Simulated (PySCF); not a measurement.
Species: Ta(NH)Br3 (singlet state).
Cartesian coordinates in Å at the PBE0-D3(BJ)/def2-SVP level; atoms count from 1:
```xyz
6
Br3HNTa angstrom
Ta     0.0299   -0.0775   -0.3972
N     -0.0312    0.1346    1.3338
H     -0.0705    0.2643    2.3388
Br     2.3868   -0.1399   -1.0476
Br    -1.0673    1.8587   -1.3927
Br    -1.1846   -2.1362   -0.9044
```

The calculation used PySCF 2.14.0, PBE0-D3(BJ)/def2-SVP geometry optimisation, gas phase, def2 core potentials past Kr.

Which atoms are bound to Ta1, and at what distances?

4 atoms: N2 1.745 Å, Br5 2.438 Å, Br6 2.443 Å, Br4 2.446 Å. The nearest atom not counted as bound is H3, at 2.76 Å.

List the angles at Ta1.

```json
{"angle": "Br4–Ta1–Br6", "degrees": "113.7", "distance of the outer atoms (Å)": "4.09"}
{"angle": "Br5–Ta1–Br6", "degrees": "111.1", "distance of the outer atoms (Å)": "4.03"}
{"angle": "Br4–Ta1–Br5", "degrees": "110.2", "distance of the outer atoms (Å)": "4.01"}
{"angle": "N2–Ta1–Br4", "degrees": "107.5", "distance of the outer atoms (Å)": "3.40"}
{"angle": "N2–Ta1–Br5", "degrees": "107.0", "distance of the outer atoms (Å)": "3.39"}
{"angle": "N2–Ta1–Br6", "degrees": "106.9", "distance of the outer atoms (Å)": "3.39"}
```

What is the shape at Ta1?

Distorted tetrahedral: angles from 106.9° to 113.7°; τ4 = (360° − α − β)/141° = 0.96 with α and β the two widest (0 for a square, 1 for a tetrahedron).

What are the other bond lengths?

N2–H3 1.014 Å.

What are the rotational constants (commonest isotopes, rigid rotor)?

A = 670.9, B = 641.8, C = 391.9 MHz: an asymmetric top.

Charge 0, singlet. No PBE0-D3(BJ)/def2-SVP frequencies stand behind this structure, so it isn't proved a minimum.
